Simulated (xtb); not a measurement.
A run for xtb: GFN1-xTB on C2H6O (a complex).

```
$ xtb mol.xyz --gfn 1 --sp --chrg 0 --uhf 0
9

C      0.13631089     0.14782572    -0.19393894
H     -0.86372106     0.55475764    -0.04579590
H      0.82235242     0.58571681     0.52953990
H      0.11510911    -0.93379335    -0.06693690
H      0.47309810     0.38527346    -1.20189512
C     -0.71125908    -0.22275921     3.08357667
O      0.26033522    -0.12736014     3.77950468
H     -1.03030176    -1.18913322     2.64782842
H     -1.34528253     0.65055817     2.83641514
```

Program output:

```
[...]
           -------------------------------------------------
          |                Calculation Setup                |
           -------------------------------------------------



molecular fragmentation (1/2 indicates fragments):
111112222
# atoms in fragment 1/2:     5     4
 fragment masses (1/2) :       16.04       30.03
CMA distance (Bohr)    :   6.913
constraining FC (au)   :  0.0500

           -------------------------------------------------
          |                 G F N 1 - x T B                 |
           -------------------------------------------------

        Reference                      10.1021/acs.jctc.7b00118
      * Hamiltonian:
        H0-scaling (s, p, d)           1.850000    2.250000    2.000000
        zeta-weighting                 0.000000
      * Dispersion:
        s8                             2.400000
        a1                             0.630000
        a2                             5.000000
        s9                             0.000000
      * Repulsion:
        kExp                           1.500000
        rExp                           1.000000
      * Coulomb:
        alpha                          2.000000
        third order                    atomic
        anisotropic                    false
      * Halogen bond correction:
        rad-scale                      1.300000
        damping                        0.440000


          ...................................................
          :                      SETUP                      :
          :.................................................:
          :  # basis functions                  24          :
          :  # atomic orbitals                  24          :
          :  # shells                           18          :
          :  # electrons                        20          :
          :  # halogen bonds                     0          :
          :  max. iterations                   250          :
          :  Hamiltonian                  GFN1-xTB          :
          :  restarted?                      false          :
          :  GBSA solvation                  false          :
          :  PC potential                    false          :
          :  electronic temp.          300.0000000     K    :
          :  accuracy                    1.0000000          :
          :  -> integral cutoff          0.2500000E+02      :
          :  -> integral neglect         0.1000000E-07      :
          :  -> SCF convergence          0.1000000E-05 Eh   :
          :  -> wf. convergence          0.2000000E-04 e    :
          :  Broyden damping             0.4000000          :
          :  net charge                          0          :
          :  unpaired electrons                  0          :
          ...................................................

 iter      E             dE          RMSdq      gap      omega  full diag
   1    -12.1886249 -0.121886E+02  0.695E+00    5.25       0.0  T
   2    -12.2549197 -0.662948E-01  0.409E+00    4.12       1.0  T
   3    -12.2560903 -0.117064E-02  0.161E+00    4.28       1.0  T
   4    -12.2577764 -0.168604E-02  0.281E-01    4.07       1.0  T
   5    -12.2581014 -0.325006E-03  0.103E-01    4.19       1.0  T
   6    -12.2581630 -0.616121E-04  0.508E-02    4.14       1.0  T
   7    -12.2581841 -0.211047E-04  0.465E-03    4.16       7.2  T
   8    -12.2581842 -0.147330E-06  0.136E-03    4.16      24.6  T
   9    -12.2581842 -0.121312E-07  0.116E-04    4.16     288.1  T
  10    -12.2581842 -0.869118E-10  0.300E-05    4.16    1112.5  T

   *** convergence criteria satisfied after 10 iterations ***

         #    Occupation            Energy/Eh            Energy/eV
      -------------------------------------------------------------
         1        2.0000           -0.8127740             -22.1167
       ...           ...                  ...                  ...
         4        2.0000           -0.6330336             -17.2257
         5        2.0000           -0.5998006             -16.3214
         6        2.0000           -0.5834535             -15.8766
         7        2.0000           -0.5224321             -14.2161
         8        2.0000           -0.5208428             -14.1729
         9        2.0000           -0.5199138             -14.1476
        10        2.0000           -0.4676630             -12.7258 (HOMO)
        11                         -0.3149139              -8.5692 (LUMO)
        12                         -0.1636170              -4.4522
        13                         -0.1366244              -3.7177
        14                         -0.1126527              -3.0654
        15                         -0.0675064              -1.8369
       ...                                ...                  ...
        24                          0.6431099              17.4999
      -------------------------------------------------------------
                  HL-Gap            0.1527491 Eh            4.1565 eV
             Fermi-level           -0.3912884 Eh          -10.6475 eV

 SCC (total)                   0 d,  0 h,  0 min,  0.008 sec
 SCC setup                      ...        0 min,  0.000 sec (  1.860%)
 Dispersion                     ...        0 min,  0.000 sec (  1.047%)
 classical contributions        ...        0 min,  0.000 sec (  0.539%)
 integral evaluation            ...        0 min,  0.002 sec ( 21.754%)
 iterations                     ...        0 min,  0.002 sec ( 31.008%)
 molecular gradient             ...        0 min,  0.003 sec ( 39.967%)
 printout                       ...        0 min,  0.000 sec (  3.578%)

         :::::::::::::::::::::::::::::::::::::::::::::::::::::
         ::                     SUMMARY                     ::
         :::::::::::::::::::::::::::::::::::::::::::::::::::::
         :: total energy             -12.121383413925 Eh    ::
         :: gradient norm              0.017429826048 Eh/a0 ::
         :: HOMO-LUMO gap              4.156514152918 eV    ::
         ::.................................................::
         :: SCC energy               -12.258184232787 Eh    ::
         :: -> electrostatic           0.043255821355 Eh    ::
         :: repulsion energy           0.138431496841 Eh    ::
         :: dispersion energy         -0.001630677978 Eh    ::
         :: halogen bond corr.         0.000000000000 Eh    ::
         :: add. restraining           0.000000000000 Eh    ::
         :: total charge               0.000000000000 e     ::
         :::::::::::::::::::::::::::::::::::::::::::::::::::::

           -------------------------------------------------
          |                Property Printout                |
           -------------------------------------------------

    * Orbital Energies and Occupations

         #    Occupation            Energy/Eh            Energy/eV
      -------------------------------------------------------------
         1        2.0000           -0.8127740             -22.1167
         2        2.0000           -0.6735048             -18.3270
         3        2.0000           -0.6351195             -17.2825
         4        2.0000           -0.6330336             -17.2257
         5        2.0000           -0.5998006             -16.3214
         6        2.0000           -0.5834535             -15.8766
         7        2.0000           -0.5224321             -14.2161
         8        2.0000           -0.5208428             -14.1729
         9        2.0000           -0.5199138             -14.1476
        10        2.0000           -0.4676630             -12.7258 (HOMO)
        11                         -0.3149139              -8.5692 (LUMO)
        12                         -0.1636170              -4.4522
        13                         -0.1366244              -3.7177
Note: The following floating-point exceptions are signalling: IEEE_DENORMAL
normal termination of xtb
        14                         -0.1126527              -3.0654
        15                         -0.0675064              -1.8369
        16                         -0.0637164              -1.7338
        17                         -0.0614451              -1.6720
        18                          0.2086913               5.6788
        19                          0.2586627               7.0386
        20                          0.2612571               7.1092
        21                          0.2630705               7.1585
       ...                                ...                  ...
        24                          0.6431099              17.4999
      -------------------------------------------------------------
                  HL-Gap            0.1527491 Eh            4.1565 eV
             Fermi-level           -0.3912884 Eh          -10.6475 eV

  Mulliken/CM5 charges         n(s)   n(p)   n(d)
     1C    -0.13334 -0.32511   0.988  3.145  0.000
     2H     0.02664  0.07476   0.973  0.000  0.000
     3H     0.03857  0.08724   0.961  0.000  0.000
     4H     0.03191  0.08007   0.968  0.000  0.000
     5H     0.03840  0.08632   0.962  0.000  0.000
     6C     0.39204  0.33721   1.039  2.569  0.000
     7O    -0.43846 -0.50104   1.726  4.712  0.000
     8H     0.02215  0.08032   0.978  0.000  0.000
     9H     0.02209  0.08023   0.978  0.000  0.000

Wiberg/Mayer (AO) data.
largest (>0.10) Wiberg bond orders for each atom

 ---------------------------------------------------------------------------
     #   Z sym  total        # sym  WBO       # sym  WBO       # sym  WBO
 ---------------------------------------------------------------------------
     1   6 C    3.993 --     2 H    0.998     4 H    0.998     3 H    0.997
                             5 H    0.996
     2   1 H    1.002 --     1 C    0.998
     3   1 H    1.001 --     1 C    0.997
     4   1 H    1.002 --     1 C    0.998
     5   1 H    1.001 --     1 C    0.996
     6   6 C    3.831 --     7 O    1.927     8 H    0.951     9 H    0.951
     7   8 O    2.028 --     6 C    1.927
     8   1 H    1.020 --     6 C    0.951
     9   1 H    1.020 --     6 C    0.951
 ---------------------------------------------------------------------------

Topologies differ in total number of bonds
Writing topology from bond orders to xtbtopo.mol

 dipole moment from electron density (au)
     X       Y       Z
  -1.0345  -0.0992  -0.7692  total (Debye):    3.286


           -------------------------------------------------
          | TOTAL ENERGY              -12.121383413925 Eh   |
          | GRADIENT NORM               0.017429826048 Eh/α |
          | HOMO-LUMO GAP               4.156514152918 eV   |
           -------------------------------------------------

------------------------------------------------------------------------
------------------------------------------------------------------------
 total:
 SCF:
```

The run finished.

Cost: about 0.05 core-seconds (a rough figure).
